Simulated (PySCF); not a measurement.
Electric field gradients and quadrupole coupling constants

Compound: C4H14N3P.
Cartesian coordinates in Å at the GFN2-xTB level; atoms count from 1:
```
atom  x, y, z in Å
C1    -1.6112    0.0530    1.1329
N2    -1.4321    0.0143   -0.3001
C3    -2.1762    1.0208   -1.0176
P4    -0.0081   -0.6068   -0.9826
N5    -0.1041   -2.1579   -0.2411
N6     1.1840    0.0389    0.1104
C7     2.2939   -0.7531    0.5873
C8     1.5939    1.3785   -0.2580
H9    -2.6457   -0.2005    1.3828
H10   -1.3878    1.0437    1.5453
H11   -0.9421   -0.6746    1.5849
H12   -1.9163    0.9696   -2.0743
H13   -3.2503    0.8361   -0.9119
H14   -1.9714    2.0352   -0.6517
H15   -1.0337   -2.5294   -0.4130
H16    0.5676   -2.8005   -0.6491
H17    3.1076   -0.8408   -0.1456
H18    2.6981   -0.2758    1.4844
H19    1.9411   -1.7446    0.8570
H20    1.8831    1.9290    0.6417
H21    0.7565    1.8951   -0.7285
H22    2.4427    1.3891   -0.9539
```

Field gradients from the PBE0/pcSseg-1 density (PySCF, non-relativistic), principal values in atomic units, ordered |Vxx| ≤ |Vyy| ≤ |Vzz|:

```csv
atom,Vxx,Vyy,Vzz
N2,0.4961,0.6661,-1.1622
N5,0.4052,0.5234,-0.9286
N6,0.4782,0.7065,-1.1846
```

Question: Find the asymmetry η = (Vxx − Vyy)/Vzz and the couplings χ = eQV/h (234.96 MHz × Q in barn × V in au), with Q(14N) = 0.02044 b.

Answer: 
```tsv
atom	environment	nucleus	η	χzz (MHz)	χxx (MHz)	χyy (MHz)
N2	nitrogen bonded to 2 C and P	14N	0.15	-5.58	2.38	3.20
N5	nitrogen bonded to P and 2 H	14N	0.13	-4.460	1.946	2.514
N6	nitrogen bonded to 2 C and P	14N	0.19	-5.69	2.30	3.39
```

Question: What is Vzz at N5 in SI units (1 au = 9.71736 × 10²¹ V/m²)?

Answer: -0.9286 au = -9.023 × 10²¹ V/m².

Question: And the gradient at the other heavy atoms, for which no coupling is worked out here?

Answer: 
| atom | environment | Vzz (au) | η |
| --- | --- | --- | --- |
| C1 | N-methyl carbon | 0.260 | 0.32 |
| C3 | N-methyl carbon | 0.237 | 0.16 |
| P4 | three-coordinate phosphorus | -1.571 | 0.01 |
| C7 | N-methyl carbon | 0.237 | 0.29 |
| C8 | N-methyl carbon | 0.206 | 0.04 |

Question: What couplings would deuterons (Q(2H) = 0.00286 b) have in place of the hydrogens, at this geometry?

Answer: 
```tsv
atom	bonded to	bond length (Å)	Vzz (au)	η	χzz (kHz)
H9	C1	1.094	0.3017	0.05	203
H10	C1	1.096	0.2971	0.07	200
H11	C1	1.087	0.3048	0.07	205
H12	C3	1.089	0.3048	0.06	205
H13	C3	1.095	0.2983	0.05	200
H14	C3	1.098	0.2923	0.05	196
H15	N5	1.016	0.3989	0.14	268
H16	N5	1.015	0.4020	0.15	270
H17	C7	1.099	0.2917	0.05	196
H18	C7	1.094	0.3012	0.05	202
H19	C7	1.086	0.3088	0.04	207
H20	C8	1.094	0.3017	0.04	203
H21	C8	1.091	0.3049	0.08	205
H22	C8	1.098	0.2926	0.06	197
```

Isolated species at its GFN2-xTB geometry (one conformer only). GFN2-xTB bond lengths can be off by several hundredths of an ångström, more for odd bonds, and the gradients follow them. A larger basis could move these couplings by a tenth or more.
